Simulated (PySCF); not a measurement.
A structure optimised at PBE-D3(BJ)/def2-TZVPD, used in a PySCF frequency run:

```xyz
2

K      0.0000     0.0000    -1.2754
Cl     0.0000     0.0000     1.4255
```

Write its SMILES, formula and point group.

[Cl][K], ClK, C∞v

What are its rotational constants (standard atomic weights)?

3.7262 GHz (linear rotor, B only)
